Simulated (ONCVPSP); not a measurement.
## Building the ONCV potential for lutetium (PBEsol, scalar-relativistic).

- Element: lutetium (Lu)
- Generator: ONCVPSP 4.0.1
- Type: optimised norm-conserving Vanderbilt (ONCV)
- Functional: PBEsol
- Relativity: scalar-relativistic
- Frozen core: [Kr] 4d10 4f14
- Valence charge: 11
- Reference configuration: 5s2 5p6 5d1 6s2
- Partial waves: 5s+6s: rc 2.05 bohr, ncon 3, nbas 6, qcut 6.9 1/bohr, 2 projectors; 5p: rc 1.95 bohr, ncon 4, nbas 7, qcut 7.3 1/bohr, 3 projectors, debl 2.8 Ha; 5d: rc 2.55 bohr, ncon 4, nbas 9, qcut 7.5 1/bohr, 2 projectors, debl 3.1 Ha
- Local potential: polynomial inside 1.60 bohr (lpopt 5, dvloc0 -1 Ha)
- Core correction: Teter function, fcfact 2.25, rcfact 1.15

All-electron outer shells of the reference configuration (PBEsol, scalar-relativistic, ld1.x):

```tsv
shell	level (eV)	outermost node (bohr)	outermost maximum (bohr)
5s	-61.09	0.57	1.04
5p	-31.68	0.61	1.19
4f	-9.65	–	0.47
6s	-4.67	1.41	3.04
5d	-1.77	0.68	1.84
```

Calculated quality:

```json
{
  "Cutoffs needed": "14 Ha and 19 Ha (the cutoffs (Ha) at which the residual kinetic energy of the hardest occupied pseudo-wave falls to 1 and 0.1 mHa per electron)",
  "Ghost test": "no bound ghost flagged; GHOST(+) flagged for s at 150.4 eV",
  "Configuration tests": "1 of 4 tests not solved or not reliable",
  "rms error of d²Exc/dni dnj": "7.34 mHa without and 4.21 mHa with the model core"
}
```

Generation and tests took about 6.6 s on one core of a shared server CPU.
